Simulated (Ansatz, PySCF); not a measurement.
In(Me)2 (C2H6In), SMILES [CH3][In][CH3], multiplicity 2. Atoms are numbered in the order given.

```xyz
9

In     0.0937     0.3228     0.1790
C      0.8788     0.1280    -1.8799
H      1.0028    -0.9436    -2.1047
H      1.8426     0.6387    -2.0056
H      0.1422     0.5514    -2.5812
C     -1.9405    -0.4573     0.5630
H     -1.9945    -1.4974     0.2036
H     -2.6594     0.1503    -0.0099
H     -2.2034    -0.4217     1.6284
```
Charge 0, spin multiplicity 2.

Geometry optimised at PBE0-D3(BJ)/def2-SVP. The multiplicity is an assumed one; other spin states were not compared. The isomer is the one that the SMILES or the coordinates give; other isomers of the formula were not compared. The def2 effective core potentials stand for the cores of In; spin–orbit coupling is left out.

Two levels are set side by side: PBE-D3(BJ)/def2-SVP (Ansatz, a quantum-chemistry and plane-wave program) and PBE0-D3(BJ)/def2-SVP (Ansatz). Each level has its own optimised geometry; the coordinates shown are those of the second. Frequencies come from the Hessian of PySCF at each geometry. Differences are taken from unrounded values.

| quantity | PBE0-D3(BJ) |
|---|---|
| mean bond length (Å) | 1.378 |
| bond In1–C2 (Å) | 2.212 |
| bond In1–C6 (Å) | 2.212 |
| bond C2–H3 (Å) | 1.102 |
| bond C2–H4 (Å) | 1.098 |
| bond C2–H5 (Å) | 1.102 |
| bond C6–H7 (Å) | 1.102 |
| bond C6–H8 (Å) | 1.102 |
| bond C6–H9 (Å) | 1.098 |
| highest harmonic wavenumber (cm⁻¹) | 3193 |
| mean harmonic wavenumber (cm⁻¹) | 1442 |
| zero-point energy (kcal/mol) | 43.28 |

Question: What does PBE-D3(BJ) give, and how far is it from PBE0-D3(BJ)? (An estimate is asked for; the answer gives what the named calculation found.)

Answer: 
| quantity | PBE-D3(BJ) | PBE-D3(BJ) minus PBE0-D3(BJ) |
|---|---|---|
| mean bond length (Å) | 1.392 | 0.013 |
| bond In1–C2 (Å) | 2.243 | 0.031 |
| bond In1–C6 (Å) | 2.243 | 0.031 |
| bond C2–H3 (Å) | 1.110 | 0.008 |
| bond C2–H4 (Å) | 1.105 | 0.007 |
| bond C2–H5 (Å) | 1.110 | 0.008 |
| bond C6–H7 (Å) | 1.110 | 0.008 |
| bond C6–H8 (Å) | 1.110 | 0.008 |
| bond C6–H9 (Å) | 1.105 | 0.007 |
| highest harmonic wavenumber (cm⁻¹) | 3111 | -82 |
| mean harmonic wavenumber (cm⁻¹) | 1394 | -48 |
| zero-point energy (kcal/mol) | 41.84 | -1.44 |

Exact exchange shortens and stiffens bonds; PBE has none. Differences between two approximate levels are no errors against the true value.
